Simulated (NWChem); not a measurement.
Species: C$_{3}$H$_{5}$F; SMILES C=C(C)F

```xyz
9

C     -0.9672    -1.0732     0.0000
C     -0.0508    -0.0929     0.0000
C     -0.2749     1.3831     0.0000
F      1.2680    -0.4070     0.0000
H     -2.0372    -0.8291     0.0000
H     -0.6580    -2.1276     0.0000
H      0.1971     1.8464     0.8918
H     -1.3533     1.6248     0.0000
H      0.1971     1.8464    -0.8918
```
Atoms are numbered in this order, from 1.

Coordinates come from a PBE-D3(BJ)/def2-SVP optimisation.

Symmetry labels are those of Cs in the frame above (b1 and b2, or b-type labels, depend on it).

Question: List the 6 lowest vertical singlet excitations from PBE0/def2-SVP, full TDDFT (NWChem).

Answer: 
| state | energy (eV) | oscillator strength | symmetry | leading excitation (squared amplitude) |
|---|---|---|---|---|
| S1 | 7.70 | 0.453 | a' | HOMO → LUMO (0.98) |
| S2 | 7.87 | 0.000 | a" | HOMO → LUMO+1 (0.90) |
| S3 | 8.43 | 0.008 | a" | HOMO → LUMO+2 (0.79) |
| S4 | 8.83 | 0.000 | a" | HOMO−1 → LUMO (0.97) |
| S5 | 9.01 | 0.006 | a" | HOMO → LUMO+3 (0.88) |
| S6 | 9.64 | 0.002 | a" | HOMO−2 → LUMO (0.92) |
